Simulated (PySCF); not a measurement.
A structure optimised at B3LYP-D3(BJ)/def2-SVP, used in a PySCF frequency run:

```xyz
6

Al     0.0000     0.0000     0.9200
F      0.0000     1.4194     1.7587
F      0.0000    -1.4194     1.7587
N      0.0000     0.0000    -0.8290
C      0.0000     0.0000    -2.0333
O      0.0000     0.0000    -3.2018
```
Charge 0, spin multiplicity 1.

Write its SMILES, formula and point group.

O=C=[N][Al]([F])[F], CAlF2NO, C2v

What are its rotational constants (standard atomic weights)?

6.6021, 1.3904, 1.1485 GHz
